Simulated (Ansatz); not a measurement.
The first iterations of a band of C2H6Zn + H2 (11 atoms, charge 0, multiplicity 1).

The calculation used RKS CAM-B3LYP-D4/def2-mTZVP in Ansatz 0.2.0.

| Quantity | Value |
| --- | --- |
| movable images | 5 |
| climbing image | yes |
| spring | 5.0 eV/Å² |
| optimiser | quadratic models (default) |
| start path | through a guess of the saddle point |
| force threshold | 0.5 eV/Å |
| iteration limit | 60 |
| end points | relaxed |

Initial state:

```xyz
11
Properties=species:S:1:pos:R:3
Zn 0.231 -0.211 0.157
C 0.296 -0.270 2.098
H -0.660 -0.588 2.520
H 1.057 -0.965 2.457
H 0.527 0.711 2.519
C 0.157 -0.143 -1.782
H 0.436 -1.097 -2.231
H -0.849 0.100 -2.130
H 0.832 0.616 -2.182
H -2.427 2.173 0.839
H -1.993 1.780 1.298
```

Final state:

```xyz
11
Properties=species:S:1:pos:R:3
Zn -1.248 1.089 -0.720
C 0.015 -0.051 2.280
H 0.193 -0.522 3.245
H 0.202 -0.773 1.487
H 0.687 0.799 2.164
C 0.066 -0.004 -1.640
H -0.115 -1.067 -1.471
H 0.050 0.162 -2.719
H 1.077 0.213 -1.290
H -2.305 1.965 -0.007
H -1.017 0.294 2.235
```

| iteration | highest image above the first end (eV) | largest band force component (eV/Å) |
| --- | --- | --- |
| 1 | 5.628 | 12.916 |
| 2 | 1.658 | 2.706 |
| 3 | 2.022 | 1.016 |
| 4 | 2.187 | 0.900 |

Does the band converge within its limit, and where does its top end?

The run converged. It ended after 14 iterations with the highest image 1.963 eV above the first end. The threshold of 0.5 eV/Å is loose, so the images may lie well off the minimum-energy path. Neighbouring images differ by up to 2.0 eV, so the band resolves the path poorly. The order of the point at the top wasn't checked. The orbitals stay closed-shell, which can raise the energy where a bond breaks towards radicals; this wasn't checked here.

Time of the run: 2.2 min on 4 threads of Arm Neoverse V1, with other jobs on the host, peak memory 0.24 GiB.
